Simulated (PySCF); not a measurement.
A GIAO shielding run with PySCF 2.14.0 with density-fitted response routines (density fitting, non-relativistic, gas phase) on `C/C(CS(=O)(=O)O)=C1/C[SiH2]1`, C$_{5}$H$_{10}$O$_{3}$SSi:

```
$ OMP_NUM_THREADS=1 python probes_run.py task.json out

{"job": {"kind": "nmr", "xc": "PBE0", "basis": "pcSseg-1"}, "charge": 0, "multiplicity": 1}
C     -0.261248    -2.128135     0.424816
C      0.006160    -0.657644     0.516028
C     -1.198412     0.206231     0.714252
S     -1.765172     0.569703    -0.958355
O     -0.877312     1.476993    -1.621794
O     -2.137374    -0.632612    -1.628999
O     -3.116874     1.418968    -0.637089
C      1.195616    -0.111543     0.344154
C      1.742213     1.290282     0.273798
Si     2.989901    -0.085895    -0.111498
H      0.656724    -2.669552     0.214318
H     -0.686626    -2.501875     1.356307
H     -0.979200    -2.308577    -0.374338
H     -0.966402     1.165173     1.163974
H     -2.023387    -0.291799     1.210563
H     -3.046172     2.290327    -1.029823
H      1.792956     1.831395     1.211517
H      1.318763     1.900347    -0.514292
H      3.395992    -0.331644    -1.482572
H      3.954706    -0.419463     0.925996
```

Hardware: 1 thread of an Arm Neoverse N1, shared host. The job also computes population analyses, field gradients, ring-centre shieldings.

(1) How large is the calculation?

(2) How long does it take, and how much memory does it need?

Answers

(1) 94 electrons, 234 basis functions and 1260 auxiliary functions.

(2) 100 s of wall time, with 15 SCF cycles and 5 response iterations; peak memory 1.1 GiB. Times on a shared host scatter by some tens of per cent.
